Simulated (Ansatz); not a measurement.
Reaction (SMILES): [BH2] (BH2) → B atom + 2 H atom
B3LYP-D3(BJ)/def2-TZVP geometries, fixed; electronic energies without zero-point terms.

Basis-set convergence of the atomisation energy at PBE with Ansatz (an electronic-structure program). Cartesian d functions, on some or all atoms, in 6-31+G*; all else is spherical. The program fits the integrals of some runs and decomposes those of others, by size. Open shells are unrestricted. No added dispersion term, no relativity. Functions are those of the species that has most. Reference: the value in aug-cc-pV5Z, 171.75 kcal/mol, itself unsure by roughly 0.06 kcal/mol (its mean distance from pcseg-4, aug-pcseg-3, aug-cc-pVQZ). Deviations are taken from unrounded values.

```csv
basis,functions
pcseg-0,13
6-31+G*,23
pcseg-1,24
6-311+G**,34
aug-cc-pVDZ,41
"6-311++G(2d,2p)",47
pcseg-2,58
jun-cc-pV(T+d)Z,67
"6-311++G(3df,3pd)",75
aug-cc-pVTZ,92
pcseg-3,126
aug-cc-pVQZ,172
pcseg-4,223
aug-cc-pV5Z,287
```

Question: Which is the smallest set listed that can be trusted to 1 kcal/mol here, that is, within that of the reference together with its larger relatives (same family, alike in diffuse functions; a set with none to test it counts only in the reference's own line)?

Answer: The smallest set listed that lies within 1 kcal/mol of the reference with all its larger relatives (same family, alike in diffuse functions; a set with none counts only in the reference's own line) is 6-31+G* (23 functions, 0.29 kcal/mol off). Value minus reference: pcseg-0 -3.09, 6-31+G* 0.29, pcseg-1 -1.89, 6-311+G** -0.67, aug-cc-pVDZ -3.28, 6-311++G(2d,2p) -0.36, pcseg-2 0.01, jun-cc-pV(T+d)Z -0.11, 6-311++G(3df,3pd) 0.05, aug-cc-pVTZ -0.24, pcseg-3 -0.05, aug-cc-pVQZ 0.08, pcseg-4 -0.05, aug-cc-pV5Z 0.00 kcal/mol.
